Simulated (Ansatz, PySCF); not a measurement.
This triplet lies 0.54 eV below the relaxed singlet at the level composite: frozen-core CCSD(T) with HF/cc-pV5Z and the correlation energy extrapolated as X^-3 from cc-pVQZ and cc-pV5Z, plus CCSDT(Q) minus CCSD(T) in cc-pVDZ // B3LYP-D3(BJ)/def2-TZVP (Ansatz, a quantum-chemistry and plane-wave program).

B3LYP has the VWN-RPA correlation part, as in Gaussian. 

```xyz
3

O     -0.2396     0.3632     0.0000
S      1.2304    -0.0871     0.0000
H     -0.9908    -0.2760     0.0000
```

Charge 1, multiplicity 3.

**Question.** Give the Mulliken and meta-Löwdin atomic charges from PySCF 2.14.0 with B3LYP-D3(BJ)/def2-TZVP.

**Answer.** 
```tsv
atom	Mulliken (e)	meta-Löwdin (e)
O1	-0.22	-0.42
S2	0.79	0.98
H3	0.44	0.44
```
